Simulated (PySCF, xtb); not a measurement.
iodine (I₂), SMILES II.

GFN2-xTB (xtb) at its own geometry gives an orbital gap of 2.74 eV and a dipole moment of 0.00 D.

Geometry optimised at B3LYP-D3(BJ)/def2-TZVP. The def2 effective core potentials stand for the cores of I; spin–orbit coupling is left out.

### Question
What does PySCF with ωB97X/def2-TZVPD give? (An estimate is asked for; the answer gives what the named calculation found.)

### Answer
gap 7.81 eV (levels -9.55 and -1.74 eV), dipole 0.00 D.
